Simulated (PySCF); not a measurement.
C₄H₇BFN, SMILES CB(F)C=C=CN. Geometry: B3LYP-D3(BJ)/def2-SVP. The structure was generated by enumeration; whether it is a known compound was not checked. The values are those of a single conformer.

Task: Give the equilibrium geometry at B3LYP-D3(BJ)/def2-SVP (PySCF confirms it by a frequency run) as Cartesian coordinates in Å. (The exact figures need the calculation; the answer reports its results.)

Result: This is not unique; one that fits is 
```xyz
14

C     -1.8307    -0.6668     0.7787
B     -1.4496     0.4441    -0.2589
F     -2.4264     1.2514    -0.7028
C     -0.0234     0.6979    -0.8315
C      1.0180    -0.0347    -0.4754
C      1.9858    -0.8249    -0.0585
N      2.7606    -0.6809     1.1027
H     -2.3206    -0.2116     1.6577
H     -2.5794    -1.3479     0.3355
H     -0.9721    -1.2626     1.1189
H      0.1215     1.5114    -1.5609
H      2.1911    -1.7364    -0.6349
H      2.6871     0.2363     1.5345
H      3.7364    -0.9347     0.9704
```
Charge 0, spin multiplicity 1.
